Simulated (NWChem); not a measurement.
Molecule: SnH₂O, singlet; SMILES [OH][SnH]

```xyz
4

Sn     0.0344    -0.3016     0.0000
H     -1.7676    -0.3789     0.0000
O      0.0958     1.6988     0.0000
H     -0.7755     2.1120     0.0000
```
Atoms are numbered in this order, from 1.

All runs: NWChem. Low-valent species are run as closed-shell singlets; no triplet was tried in these runs. Structure relaxed at the PBE0/def2-SVP level. def2 effective core potentials on Sn; no spin-orbit coupling. Static field.

```csv
level,isotropic polarisability (bohr³),anisotropy (bohr³)
PBE/def2-SVPD,50.7,14.7
B3LYP/def2-SVPD,49.2,13.7
"LDA (Slater exchange, VWN5)/def2-SVPD",50.5,15.3
LC-BLYP (range parameter 0.33 per bohr)/def2-SVPD,48.7,13.1
```
